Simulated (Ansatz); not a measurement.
`[CH3][Al]([OH])[Br]`, 8 atoms. The species carries charge 0 and has multiplicity 1. Correlated methods include outer-core shells of Br, which these sets cover unevenly. Scalar relativity is left out up to krypton. All runs use 4 threads of a server CPU on a shared host. Correlated methods freeze the cores.

Q: Give the basis size and wall time and peak host memory of each of these runs in Ansatz. RHF-MP2/def2-QZVPP energy; RHF-CCSD(T)/def2-SVP energy; RKS ωB97X-V/def2-TZVPP energy; RKS r2SCAN-D4/def2-TZVPP energy and forces; RKS PBE0-D4/def2-TZVP relaxation (17 steps); RKS ωB97M-V/def2-QZVPP energy; RKS PBE0-D4/def2-TZVP frequencies; RKS PBE0-D4/def2-QZVPP energy; RKS ωB97M-V/def2-SVP energy; RKS ωB97M-V/def2-TZVPP energy and forces; direct RPA on PBE orbitals/def2-TZVPP energy; RKS PBE0-D4/def2-SVP energy. (Estimate.)

A: The calculation gave: Other jobs shared the machine, so times are rough.

```
                                level                    job  functions  wall time  peak host memory (GiB)
                 RKS PBE0-D4/def2-SVP                 energy         98      1.2 s                    0.19
                 RHF-CCSD(T)/def2-SVP                 energy         98      3.7 s                    0.37
             RKS r2SCAN-D4/def2-TZVPP      energy and forces        208      4.6 s                    0.27
                 RKS ωB97M-V/def2-SVP                 energy         98      4.8 s                     0.3
direct RPA on PBE orbitals/def2-TZVPP                 energy        208      5.5 s                    0.45
               RKS ωB97X-V/def2-TZVPP                 energy        208        7 s                    0.62
               RKS PBE0-D4/def2-QZVPP                 energy        393        8 s                     1.3
               RKS ωB97M-V/def2-TZVPP      energy and forces        208      9.5 s                    0.71
                   RHF-MP2/def2-QZVPP                 energy        393       15 s                     1.8
               RKS ωB97M-V/def2-QZVPP                 energy        393       16 s                     1.6
                RKS PBE0-D4/def2-TZVP  relaxation (17 steps)        171       49 s                    0.44
                RKS PBE0-D4/def2-TZVP            frequencies        171      110 s                    0.43
```
